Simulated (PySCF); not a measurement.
Atoms are numbered as in `[F:1][C:2]([F:3])([F:4])[c:5]1[cH:6][cH:7][cH:8][cH:9][cH:10]1` (H(Xn): hydrogen on atom n).

- GIAO B3LYP/pcSseg-1 shieldings
- geometry: PBE0-D3(BJ)/def2-SVP
- program: PySCF 2.14
- one computed conformer, no relativistic terms, equivalent nuclei averaged, isolated molecule

References, each an isolated molecule treated in the same way: TMS for ¹³C (σ = 179.24 ppm) and ¹H (σ = 31.38 ppm); CFCl3 for ¹⁹F (σ = 171.94 ppm).

```json
{"atoms": "H(C8)", "nucleus": "¹H", "count": "1", "δ (ppm)": "7.51"}
{"atoms": "C2", "nucleus": "¹³C", "count": "1", "δ (ppm)": "?"}
{"atoms": "F1/F3/F4", "nucleus": "¹⁹F", "count": "3", "δ (ppm)": "?"}
{"atoms": "H(C6)/H(C10)", "nucleus": "¹H", "count": "2", "δ (ppm)": "7.71"}
{"atoms": "C8", "nucleus": "¹³C", "count": "1", "δ (ppm)": "137.5"}
{"atoms": "C5", "nucleus": "¹³C", "count": "1", "δ (ppm)": "138.8"}
{"atoms": "H(C7)/H(C9)", "nucleus": "¹H", "count": "2", "δ (ppm)": "7.48"}
{"atoms": "C6/C10", "nucleus": "¹³C", "count": "2", "δ (ppm)": "?"}
{"atoms": "C7/C9", "nucleus": "¹³C", "count": "2", "δ (ppm)": "134.5"}
```

Task: Fill in the missing shifts.

Result: 
- C6/C10: 132.0 ppm, aromatic CH; the aromatic region
- C2: 131.5 ppm, CF3 carbon; 3 electronegative neighbours deshield it
- F1/F3/F4: -78.3 ppm, fluorine of a CF3 group

Shifts are as computed. Against solution values, carbons near 30 ppm lie about +2 ppm off and those near 130 ppm about +6 ppm. Of 1211 compounds with measured shifts, 218 miss one by over three times the rms of a fit or turn the order of signals round; such compounds aren't used in these exercises. Unscaled 19F shifts against computed CFCl3 carry errors that often reach 10 to 50 ppm.
